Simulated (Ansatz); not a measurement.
The inner images of a band of FH4MgOSi (8 atoms, charge 1, multiplicity 1) are given out of order.

The calculation used RKS PBE/def2-SVP in Ansatz.

Initial state:

```xyz
8
Properties=species:S:1:pos:R:3
O -0.854 0.091 -0.353
Si 0.443 0.602 0.857
Mg 1.662 -1.470 -0.102
F 0.313 -1.764 -1.333
H -1.565 0.657 -0.721
H -0.531 -0.740 -0.956
H 0.809 1.995 0.435
H -0.276 0.629 2.172
```

Final state:

```xyz
8
Properties=species:S:1:pos:R:3
O -1.146 0.886 -0.272
Si 0.495 0.293 0.558
Mg 1.026 -2.107 -0.380
F 1.219 -3.670 -1.161
H -1.751 1.461 0.248
H -1.157 1.198 -1.205
H 1.352 1.492 0.259
H -0.038 0.447 1.953
```

Problem. Put them in order from the first end to the last, with their energies above the first end.
A.
```xyz
8
Properties=species:S:1:pos:R:3
O -1.018 0.446 -0.282
Si 0.570 0.447 0.798
Mg 1.452 -1.829 -0.108
F 0.699 -2.603 -1.506
H -1.681 1.171 -0.268
H -1.061 -0.028 -1.142
H 1.160 1.768 0.391
H -0.120 0.628 2.118
```
B.
```xyz
8
Properties=species:S:1:pos:R:3
O -1.070 0.610 -0.250
Si 0.565 0.393 0.744
Mg 1.277 -1.947 -0.185
F 0.841 -3.031 -1.500
H -1.683 1.358 -0.077
H -1.132 0.363 -1.199
H 1.268 1.669 0.374
H -0.065 0.585 2.092
```
C.
```xyz
8
Properties=species:S:1:pos:R:3
O -0.901 0.190 -0.354
Si 0.517 0.546 0.843
Mg 1.649 -1.596 -0.063
F 0.482 -1.954 -1.383
H -1.677 0.765 -0.533
H -0.748 -0.523 -1.045
H 0.927 1.923 0.406
H -0.249 0.648 2.128
```
D.
```xyz
8
Properties=species:S:1:pos:R:3
O -1.098 0.780 -0.238
Si 0.546 0.329 0.664
Mg 1.094 -2.051 -0.298
F 0.954 -3.410 -1.405
H -1.674 1.494 0.118
H -1.153 0.798 -1.219
H 1.358 1.552 0.339
H -0.026 0.507 2.040
```
E.
```xyz
8
Properties=species:S:1:pos:R:3
O -0.966 0.310 -0.316
Si 0.554 0.497 0.825
Mg 1.573 -1.711 -0.074
F 0.605 -2.268 -1.454
H -1.689 0.969 -0.404
H -0.936 -0.293 -1.098
H 1.040 1.853 0.397
H -0.181 0.643 2.124
```

Solution. C (+15.6 kJ/mol), E (+31.3 kJ/mol), A (+35.2 kJ/mol), B (+32.4 kJ/mol), D (+27.9 kJ/mol).

Time of the run: 54 s on 1 thread of Intel(R) Xeon(R) 6975P-C (Granite Rapids) (shared host), peak memory 0.17 GiB.
